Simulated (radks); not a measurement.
Valence configurations of Mo II (all share [Kr]). Calculated with a radial shooting solver on a logarithmic mesh with Libxc functionals: scalar-relativistic Kohn-Sham, r2SCAN, spin-polarised, spherical densities, finite nucleus; open shells are filled with parallel spins first (spin-orbit coupling, left out, can overturn this in heavy ions); meta-GGA in the generalised Kohn-Sham scheme; Fermi nuclear charge, rms radius 4.4091 fm. Energies are relative to 4d5; eigenvalues in eV for spin up.

valence          E (eV)  moment (Bohr magnetons)    e(4d)    e(5p)    e(5s)
4d5               0.000                        5  -11.589        -        -
4d4 5p1           6.610                        5  -15.152   -7.709        -
4d3 5p2          14.954                        5  -18.624   -9.343        -
4d2 5s1 5p2      19.614                        5  -21.095  -10.292  -15.919
4d4.5 5p0.5       3.096                        5  -13.385   -6.783        -
4d4.5 5s0.5       0.830                        5  -12.852        -  -11.018
4d4 5s1           1.826                        5  -14.115        -  -11.949
4d3.5 5s1 5p0.5   5.587                        5  -15.902   -7.959  -13.025
4d3 5s1 5p1       9.787                        5  -17.660   -8.795  -14.032
4d3 5s2           7.068                        3  -16.636        -  -12.736

NIST lists [Kr] 4d5 as the ground configuration; this level of theory agrees among the configurations tried. The energies are those of spherical high-spin densities, not of single terms.
